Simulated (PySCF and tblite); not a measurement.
Results of a calculation; reference values are marked as such.
Stationary points of isoxazole-5-carboxylic acid at GFN2-xTB, in Å:

Structure A

```
 1 O     2.018   -1.034   -1.209
 2 C     1.654   -0.362   -0.286
 3 O     2.501    0.162    0.605
 4 C     0.225   -0.047   -0.045
 5 C    -0.913   -0.397   -0.726
 6 C    -1.942    0.221    0.019
 7 N    -1.453    0.870    1.038
 8 O    -0.117    0.716    1.015
 9 H     2.051    0.679    1.289
10 H    -0.988   -0.995   -1.608
11 H    -2.998    0.210   -0.157
```

Structure B

```
 1 O     2.023   -0.750   -1.061
 2 C     1.548   -0.163   -0.125
 3 O     2.266    0.377    0.857
 4 C     0.100    0.035    0.061
 5 C    -0.954   -0.374   -0.721
 6 C    -2.078    0.111   -0.023
 7 N    -1.710    0.741    1.061
 8 O    -0.374    0.702    1.125
 9 H     3.214    0.229    0.707
10 H    -0.913   -0.925   -1.635
11 H    -3.115    0.021   -0.272
```

Structure C

```
 1 O     2.010   -0.847   -1.183
 2 C     1.587   -0.341   -0.185
 3 O     2.368   -0.045    0.889
 4 C     0.155   -0.052    0.022
 5 C    -0.948   -0.393   -0.726
 6 C    -2.017    0.175   -0.003
 7 N    -1.577    0.793    1.060
 8 O    -0.246    0.660    1.090
 9 H     2.704    0.855    0.890
10 H    -0.972   -0.958   -1.633
11 H    -3.064    0.154   -0.223
```

Geometries: GFN2-xTB; energies: PBE0/pcSseg-1 + D3(BJ), IEF-PCM benzene; zero-point and thermal terms from GFN2-xTB harmonic modes (soft modes blended into free rotors).

Task: Which structure is a saddle point, and along which motion?

Result: C: one imaginary mode (628i cm⁻¹ at GFN2-xTB, mostly on H9), along the rotation about the C2–O3 bond (torsion O1–C2–O3–H from 0° to 180°, rising).

Task: Give their symmetry and energies above the lowest.

Result: A Cs, 1.9 kcal/mol; B Cs, 0.0 kcal/mol; C C1, 11.5 kcal/mol.
